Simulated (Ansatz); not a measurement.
Cartesian coordinates in Å:
```
O 2.044 -0.208 -0.425
C 1.008 0.215 0.432
N -0.209 -0.521 0.259
Al -1.796 0.095 -0.242
H 1.712 -0.157 -1.326
H 1.419 0.091 1.438
H 0.787 1.281 0.285
H -0.083 -1.499 0.487
H -2.997 -0.932 -0.311
H -1.885 1.635 -0.596
```

The species carries charge 0 and has multiplicity 1.

List the B3LYP/def2-TZVPP orbital energies in eV (the Gaussian-basis code of Ansatz). (Best estimate.)

The calculation gave: Occupied: -1524.12, -520.46, -389.18, -278.85, -112.15, -72.89, -72.70, -72.69, -28.14, -23.55, -17.88, -14.68, -12.87, -12.48, -11.61, -10.23, -9.02, -8.38, -8.14, -7.18. Lowest empty: -1.16, 0.21, 0.90, 1.20, 1.85, 1.96, 3.05, 3.13.

B3LYP here is the variant with VWN-RPA as its local correlation; programs differ in this.
